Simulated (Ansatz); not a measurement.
Kohn–Sham single points on `C[S][Sn][Br]`.

```yaml
crystal:
  periodic: [false, false, false]
  atoms:
    - {symbol: C, position_ang: [0.313635, 0.939400, -0.043718]}
    - {symbol: S, position_ang: [0.165716, -0.137039, -1.492203]}
    - {symbol: Sn, position_ang: [-0.611636, -2.330351, -0.865610]}
    - {symbol: Br, position_ang: [-0.848406, -2.031953, 1.646558]}
    - {symbol: H, position_ang: [0.049885, 0.410076, 0.870992]}
    - {symbol: H, position_ang: [-0.351219, 1.791877, -0.179594]}
    - {symbol: H, position_ang: [1.343427, 1.290091, 0.017877]}
basis:
  gaussian: {orbitals: def2-TZVPP}
hamiltonian: {xc: {name: LC-wPBE}}
output: {orbitals: {seedname: orbitals}}
```

```sh
$ ansatz run in.yaml --threads 4 --pin off --events-out ev --progress --plain --max-ram 10444MiB
```

It prints (some lines left out):

```
Functional definition: LC-wPBE
1405 factors; their error is unknown
401 factors; integrals over basis functions are off by at most 4.5e-5 eV
mean field evaluation 1: about -87787.1973 eV, gradient 3.0e1 eV
mean field evaluation 2: about -87788.3396 eV, gradient 2.4e1 eV
mean field evaluation 4: about -87789.6719 eV, gradient 8.7e-1 eV
mean field evaluation 8: about -87789.6737 eV, gradient 3.4e-2 eV
mean field evaluation 16: about -87789.6357 eV, gradient 1.8e-4 eV
mean field -87789.63567656 eV, -3226.2096051613 hartree, gradient 2.1e-5 eV, S^2 0.000000; 0 other end points of the search recorded, 0 dependent functions left out
reference -87789.63567657 eV, -3226.2096051615 hartree; 41, 41 occupied and 172, 172 virtual orbitals, 1405 factors
Total energy: -87789.63567657 eV, -3226.2096051615 hartree
```

Run time 1.9 s (4 threads of an Intel Xeon Platinum 8488C on a shared host); peak host memory 0.44 GiB.

The same input with `hamiltonian: {xc: {name: revPBE}, dispersion: d4}` (abridged; 1.4 s):

```
Functional definition: revPBE
mean field evaluation 16: about -87795.6501 eV, gradient 4.5e-4 eV
mean field -87795.65006732 eV, -3226.4306299450 hartree, gradient 4.0e-5 eV, S^2 0.000000
Total energy: -87796.20637106 eV, -3226.4510737304 hartree
```

With the line `hamiltonian: {xc: hse06, dispersion: d4}` (abridged; 2.6 s):

```
Functional definition: HSE06
mean field evaluation 16: about -87789.4038 eV, gradient 1.2e-4 eV
mean field -87789.40384187 eV, -3226.2010853937 hartree, gradient 4.9e-5 eV, S^2 0.000000
Total energy: -87789.59323518 eV, -3226.2080454692 hartree
```

Changing it to `hamiltonian: {xc: {name: CAM-B3LYP}, dispersion: d4}` (abridged; 2.7 s):

```
Functional definition: CAM-B3LYP
mean field evaluation 16: about -87805.1050 eV, gradient 3.6e-5 eV
mean field -87805.10504969 eV, -3226.7780941384 hartree, gradient 3.6e-5 eV, S^2 0.000000
Total energy: -87805.31399537 eV, -3226.7857727506 hartree
```

With the line `hamiltonian: {xc: pbe0, dispersion: d4}` (abridged; 3 s):

```
Functional definition: PBE0
mean field evaluation 16: about -87789.5800 eV, gradient 1.4e-4 eV
mean field -87789.57995381 eV, -3226.2075573881 hartree, gradient 4.2e-5 eV, S^2 0.000000
Total energy: -87789.77818642 eV, -3226.2148423019 hartree
```

The same input with `hamiltonian: {xc: {name: r2SCAN0}, dispersion: d4}` (abridged; 3.5 s):

```
Functional definition: r2SCAN0
mean field evaluation 16: about -87801.9444 eV, gradient 1.4e-4 eV
mean field -87801.94444800 eV, -3226.6619441687 hartree, gradient 3.5e-5 eV, S^2 0.000000
Total energy: -87802.00823061 eV, -3226.6642881362 hartree
```

HSE06 is the plane-wave form, built on full-range PBE exchange.
